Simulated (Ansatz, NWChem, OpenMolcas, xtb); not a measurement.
## Worked example: NaBr + GeH(NH2) → NaNH2 + GeHBr

Species: NaBr, singlet; GeH(NH2), singlet; NaNH2 `[NH2][Na]`, singlet; GeHBr `[GeH][Br]`, singlet. The partners trade Br for NH2: Na–Br and Ge–NH2 bonds give way to Na–NH2 and Ge–Br.

Shapes, held fixed at every level: PBE0-D4/def2-TZVP. Flexible molecules stand in one conformer, not always the lowest. Programs: Ansatz 0.2.0, NWChem 7.3.0, OpenMolcas 26.06, xtb 6.7.1. A level may come from different programs for different species; with the same settings they agree closely. Electronic energies: no zero-point or thermal term.

At B3LYP/6-31G* (spherical functions); 1 Eh = 2625.50 kJ/mol:

| species | energy (Eh) |
| --- | --- |
| NaBr | -2736.244120 |
| GeH(NH2) | -2133.307274 |
| NaNH2 | -218.218359 |
| GeHBr | -4651.257051 |

Question: Work out ΔE of the reaction at this level.

Answer: 
1. Products less reactants: (-218.218359) + (-4651.257051) − [(-2736.244120) + (-2133.307274)] = 0.075984 Eh = +199.5 kJ/mol.

Other levels give +207.3 (PBE0/def2-SVP) to +317.6 kJ/mol (HF/3-21G). No measured value is set beside it here. Relativity is left out for Br, Ge unless named.
